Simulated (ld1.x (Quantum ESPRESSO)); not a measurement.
## niobium: PAW pseudisation with PBEsol, scalar-relativistic reference atom.

Nb, PAW, made with ld1.x (Quantum ESPRESSO) 7.5 (PBEsol, scalar-relativistic). Core [Kr], reference 4d4 5s1 5p0. Waves: 5s (bound): rcut 2.85, rcutus 3.35 bohr; 5s channel at 2.85 Ry: rcut 2.85, rcutus 3.35 bohr; 5p (bound, empty): rcut 2.80, rcutus 3.90 bohr; 5p channel at 2.35 Ry: rcut 2.80, rcutus 3.90 bohr; 4d (bound): rcut 1.45, rcutus 1.70 bohr; 4d channel at 0.9 Ry: rcut 1.45, rcutus 1.70 bohr. Local part: all-electron potential smoothed inside 1.35 bohr (lloc = -1). Core correction: a·sin(br)/r model core, default radius (ld1.x builds one for every PAW set, though the input has nlcc=.false.). Augmentation charge: PSQ, inside the norm-conserving radii.

All-electron outer shells of the reference configuration (PBEsol, scalar-relativistic, ld1.x):

```csv
shell,level (eV),outermost node (bohr),outermost maximum (bohr)
4s,-58.35,0.53,1.04
4p,-34.49,0.54,1.12
5s,-4.01,1.41,3.08
4d,-3.06,0.55,1.51
5p,-1.09,1.63,4.21
```

Task: Does the potential have ghost states?

Result: Ghost state, extra bound levels that the all-electron valence spectrum of the same l lacks: p at -31.8 eV (s not tested). A true bound ghost makes a file unfit for plane-wave use.

Task: Is the overlap operator S = 1 + Σ q|β⟩⟨β| positive definite (Bessel basis up to 400 Ry)?

Result: No: its lowest eigenvalue is -0.229, in the s channel, so the generalised eigenproblem breaks down once the basis is large enough.

Task: Tests: 4d4 5s0 5p0; 4d3 5s0 5p0; 4d2 5s0 5p0; 4d4 5s0.5 5p0; 4d4.5 5s0.5 5p0; 4d5 5s0 5p0; 4d3 5s1 5p0. Which has the largest error in its energy relative to the reference configuration, and how large is it?

Result: 4d2 5s0 5p0, with -481 meV (all-electron minus pseudo) on +45.38 eV.

Its overlap operator is not positive definite in a basis up to 400 Ry (lowest eigenvalue s -0.23), so the file is unfit for use: the generalised eigenproblem breaks down once the basis is large enough, and its test numbers describe a broken file.
